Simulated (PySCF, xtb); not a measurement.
SiH2Cl2, SMILES Cl[SiH2]Cl.

Harmonic wavenumbers (cm⁻¹) from xtb 6.7.1 with GFN2-xTB at its own minimum, in rising order: 154, 482, 486, 526, 576, 692, 775, 2297, 2330.

### Question
What does PBE-D3(BJ)/def2-TZVP run with PySCF give at its own minimum? (An estimate is asked for; the answer gives what the named calculation found.)

### Answer
178, 508, 569, 572, 680, 838, 918, 2201, 2217. Paired by order, the mean absolute difference is 87 cm⁻¹ and the zero-point energies are 11.9 and 12.4 kcal/mol.
